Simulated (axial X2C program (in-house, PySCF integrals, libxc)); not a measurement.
# Spin–orbit effects down a group: molecules with Li (ions), HF

All values come from calculations with an in-house relativistic program for diatomic molecules, spin-free (one-electron X2C) or two-component (2c: spin–orbit coupling with atomic mean-field Coulomb and Gaunt terms, which also bring small scalar terms), in Dyall basis sets with cores contracted in-house; open shells are unrestricted.

Basis sets: Ag dyall-cv3z, Au dyall-cv3z, Cu dyall-cv3z, Li dyall-cv3z.

```json
{"molecule": "LiCu⁺", "spin-free state": "M_S = 1/2, Λ = 0", "Re (Å)": "2.884", "ωe (cm⁻¹)": "210.2", "De (eV)": "n/a", "2c state": "Ω = 1/2", "Re 2c (Å)": "2.885", "ωe 2c (cm⁻¹)": "210.1", "De 2c (eV)": "n/a"}
{"molecule": "LiAg⁺", "spin-free state": "M_S = 1/2, Λ = 0", "Re (Å)": "2.984", "ωe (cm⁻¹)": "201.5", "De (eV)": "0.85", "2c state": "Ω = 1/2", "Re 2c (Å)": "2.984", "ωe 2c (cm⁻¹)": "201.4", "De 2c (eV)": "0.85"}
{"molecule": "LiAu⁺", "spin-free state": "M_S = 1/2, Λ = 0", "Re (Å)": "2.728", "ωe (cm⁻¹)": "233.7", "De (eV)": "0.67", "2c state": "Ω = 1/2", "Re 2c (Å)": "2.722", "ωe 2c (cm⁻¹)": "236.0", "De 2c (eV)": "0.68"}
```

Fragments in 2c: Cu + Li+, Ag + Li+, Au + Li+. Each entry is the lowest single determinant of a limited PBE0 search at one distance. De goes to single-determinant-based atoms at the same level (for ions the charge split of lowest energy) and is withheld (n/a) where an atom does not fit its ground term or J level. Main or longest-lived isotopes.
